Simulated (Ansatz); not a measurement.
`N[SiH](F)F` + `N[SiH](S)Cl` → `N[Si@H](F)S[Si@@H](N)Cl` + H–F  (ligand exchange at the Si–F bond)

Calculated with Ansatz (gas phase, PBE0-D4/def2-TZVP geometries, no zero-point term in ΔE). CCSD(T)/CBS adds triple-zeta CCSD(T) − MP2 to the extrapolated MP2 energy (def2 sets, frozen cores). This one scheme is used for every species. Functionals use def2-TZVPP. One conformer a species, not always the lowest.

CCSD(T)/CBS gives +20.7 kcal/mol.

Problem. Another level gave +22.2 kcal/mol. Which?
A. PBE/def2-TZVPP
B. B2PLYP/def2-TZVPP
C. CCSD/def2-TZVPP
D. r2SCAN/def2-TZVPP

Solution. D. r2SCAN 22.2, B2PLYP 24.2, PBE 20.9, CCSD/def2-TZVPP 23.1 kcal/mol.

Largest T1 diagnostic among the species: 0.011.

In def2-TZVPP, CCSD(T) changes the Hartree–Fock value by −7.1 kcal/mol (the triples alone add −1.4 kcal/mol) and MP2 by −8.6 kcal/mol. The D4 term adds −4.9 kcal/mol with B3LYP and −2.8 kcal/mol with PBE0; it sums over pairs of atoms, weighted by their polarisabilities, and B3LYP, whose exchange is more repulsive, gets the larger term.

B3LYP here is the variant with VWN-RPA as its local correlation; programs differ in this.
